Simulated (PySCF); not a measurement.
C6H7ClO.
SMILES with atom numbers: `[Cl:1][CH2:2][CH:3]1[CH:4]=[CH:5][O:6][CH:7]=[CH:8]1`

Cartesian coordinates in Å at the GFN2-xTB level; atoms count from 1:
```
atom  x, y, z in Å
Cl1   -1.4360    0.6168    1.6415
C2    -1.8343    0.1147   -0.0230
C3    -0.5531   -0.1772   -0.8192
C4     0.3059    1.0531   -0.9323
C5     1.5218    1.1209   -0.4106
O6     2.1559    0.1055    0.2334
C7     1.4664   -1.0632    0.3170
C8     0.2476   -1.2673   -0.1599
H9    -2.4569   -0.7765    0.0535
H10   -2.4003    0.9294   -0.4740
H11   -0.8862   -0.5010   -1.8183
H12   -0.1117    1.9094   -1.4353
H13    2.1466    2.0001   -0.4621
H14    2.0491   -1.8246    0.8133
H15   -0.2193   -2.2322   -0.0516
```

Definitions: NICS(0) = −σiso at the ring centroid; NICS(1) = −σiso and NICS(1)zz = −σzz at ±1 Å along the ring normal z. Level: GIAO PBE0/pcSseg-1 (PySCF, non-relativistic, gas phase) on the GFN2-xTB geometry, one conformer.

Ring bond lengths (Å), with Mayer bond orders in brackets: C3–C4 1.505 (1.01), C4–C5 1.325 (1.85), C5–O6 1.359 (1.00), O6–C7 1.360 (1.00), C7–C8 1.325 (1.85), C8–C3 1.505 (1.01).

Question: What do the NICS probes read (ppm)?

Answer: 
| ring | type | NICS(0) | NICS(1), two faces | NICS(1)zz, two faces | rms pucker (Å) | centre to ring atoms, mean (Å) |
| --- | --- | --- | --- | --- | --- | --- |
| C3–C4–C5–O6–C7–C8 | 6-membered ring with O; formal bonds 2 double, 4 single | 1.7 | -0.6 / -0.5 | 3.1 / 2.8 | 0.02 | 1.39 |

Question: What can be read from them?

Answer: 
- C3–C4–C5–O6–C7–C8: mean NICS(1)zz 3.0 ppm, near zero. C3 has four or more neighbours; no verdict on aromaticity is drawn.

Question: At the first NICS(1) probe listed for ring C3–C4–C5–O6–C7–C8, 1 Å off the ring, what do the in-plane components average?

Answer: The isotropic value is a third of the trace: (3 × -0.6 − (3.1))/2 = -2.5 ppm.

Question: Give the inner angles of the rings and the Hirshfeld charges of the ring atoms.

Answer: 
- C3–C4–C5–O6–C7–C8: C3 108.8° (-0.032 e), C4 122.4° (-0.084 e), C5 125.2° (+0.025 e), O6 115.8° (-0.089 e), C7 125.2° (+0.025 e), C8 122.4° (-0.084 e); sum 719.8° against 720° for a flat convex ring.

Time: 21 s; peak memory 0.76 GiB. Hardware: one thread, Intel Xeon 6975P-C (x86_64), shared host with 192 logical CPUs at a one-minute load of 76. This is the whole shielding run at PBE0/pcSseg-1, SCF included.
